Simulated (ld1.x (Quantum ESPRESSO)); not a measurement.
Ranking PAW potentials for Cu

All share these settings but for the change named:

ld1.x (Quantum ESPRESSO) 7.5 input, shortened:

```
&input
   title='Cu', zed=29., rel=1, dft='PBESOL', iswitch=3,
   config='[Ar] 3d10 4s1 4p0'
 /
 &inputp
   pseudotype=3, lpaw=.true., tm=.true., lloc=-1, rcloc=2.60,
   nlcc=.true., new_core_ps=.true.,
   which_augfun='BESSEL', rmatch_augfun=1.15
 /
6
4S  1  0   1.00   0.00  1.65  2.30  0.0
4S  1  0   0.00   1.05  1.65  2.30  0.0
4P  2  1   0.00   0.00  2.05  2.80  0.0
4P  2  1   0.00   2.10  2.05  2.80  0.0
3D  3  2  10.00   0.00  1.40  1.55  0.0
3D  3  2   0.00   0.05  1.40  1.55  0.0
 &test
   configts(1)='3d10 4s1 4p0'
 /
```

Cutoff: the first of the cutoffs (Ry, on a coarse ladder) from which the occupation-weighted sum of valence levels, in a spherical-Bessel basis at the reference potential, stays within 10 and 1 mRy of its value at 400 Ry; the density cutoff is not measured.

The base gives 45 Ry.

Of 11 variants that were run, those that failed, showed a ghost or another fault, or gave nearly equal values are left out.

A variant can come out equal or close to the base.

Rank these variants from softest to hardest (loose cutoff).
A. waves 3d (bound): rcut 1.40, rcutus 2.04 bohr; 3d channel at 0.05 Ry: rcut 1.40, rcutus 2.04 bohr
B. type TM; waves now 4p (bound): rc 2.80 bohr; 3d (bound): rc 1.55 bohr; 4s (bound): rc 2.30 bohr; local potential the s channel
C. functional LDA (PZ)

A (25 Ry), C (45 Ry), B (120 Ry).
